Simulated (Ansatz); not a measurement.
`CC1=CCC(C(C)C)CC1`, charge 0, multiplicity 1.

Q: Give a relaxed structure at PBE0-D4/def2-TZVP (Ansatz 0.2.0). (An estimate is asked.)

A: Ansatz gave: 
Z-matrix (Å, degrees):
```
C
C 1 1.494
H 1 1.091 2 111.7
H 1 1.096 2 110.9 3 120.8
H 1 1.096 2 111.0 3 -121.1
C 2 1.501 1 116.3 3 -178.2
C 2 1.331 1 122.4 3 1.7
C 6 1.519 2 112.6 1 -165.4
H 6 1.099 2 109.0 1 71.9
H 6 1.097 2 109.1 1 -42.6
C 7 1.497 2 124.6 1 -177.8
H 7 1.088 2 118.7 1 1.5
C 8 1.523 6 111.0 2 -46.8
H 8 1.095 6 110.3 2 -169.4
H 8 1.096 6 108.9 2 73.7
H 11 1.095 7 108.9 2 136.0
H 11 1.099 7 109.3 2 -109.3
C 13 1.535 8 113.0 6 -169.4
H 13 1.100 8 106.8 6 -52.9
C 18 1.523 13 111.8 8 173.7
C 18 1.523 13 114.0 8 -60.2
H 18 1.099 13 105.7 8 57.2
H 20 1.094 18 111.4 13 69.0
H 20 1.094 18 111.4 13 -51.4
H 20 1.093 18 110.9 13 -171.6
H 21 1.093 18 110.3 13 176.4
H 21 1.092 18 112.2 13 56.6
H 21 1.094 18 111.6 13 -64.6
```
This is one stationary point; other conformers may exist.
